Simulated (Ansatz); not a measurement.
Basis-set extrapolation for CH6B2Si (`B1CB[SiH2]1`) (PBE0-D4/def2-TZVP geometry, frozen core, Ansatz 0.2.0). Multiplicity 1, RHF reference.

```
                      def2-TZVPP   def2-QZVPP
                 HF  -379.615470  -379.628331
    MP2 correlation    -0.496584    -0.528383
CCSD(T) correlation    -0.569428      not run
```

Energies in hartree. Use E(X) = E(∞) + A·exp(−7.88·√X) for Hartree–Fock and E(X) = E(∞) + B·X^(−2.97) for correlation, with X = 3 and 4, and add CCSD(T) minus MP2 of the smaller set to the MP2 limit.

Task: What is the CCSD(T) energy at the basis-set limit?

Result: HF limit: -379.628331 + (-0.012861) × 0.13774 = -379.63010. MP2 limit: -0.528383 + (-0.031799) × 0.74074 = -0.55194. Higher-order term: -0.569428 − (-0.496584) = -0.07284. Total: -380.25488 hartree, 183.7 kJ/mol below CCSD(T)/def2-TZVPP.
